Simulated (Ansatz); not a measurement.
Spectroscopic constants of SiMo, multiplicity 7 (an upper state: multiplicity 5 came lower at CCSD(T)/def2-TZVPP on PBE0 minima). No spin–orbit coupling.

Seven points along R, fitted to fifth degree in 1/R; most abundant isotopes. In def2 and cc sets the state is the lowest found near the PBE0 minimum, followed along R.

Codes used: Ansatz (Gaussian orbitals). Values without a source in brackets are computed. In def2 rows elements past Kr take small-core potentials, without spin–orbit coupling.

```json
[
 {"level": "PBE/def2-TZVPP", "r_e (Å)": "2.528", "ω_e (cm⁻¹)": "304", "B_e (cm⁻¹)": "0.121", "ω_e x_e (cm⁻¹)": "1.3", "dipole (D)": "2.27"},
 {"level": "PBE0/def2-TZVPP", "r_e (Å)": "2.539", "ω_e (cm⁻¹)": "290", "B_e (cm⁻¹)": "0.120", "ω_e x_e (cm⁻¹)": "1.4", "dipole (D)": "2.75"},
 {"level": "wB97X-V/def2-TZVPP", "r_e (Å)": "2.550", "ω_e (cm⁻¹)": "282", "B_e (cm⁻¹)": "0.119", "ω_e x_e (cm⁻¹)": "1.0", "dipole (D)": "3.48"}
]
```

Ansatz is a program for electronic structure.
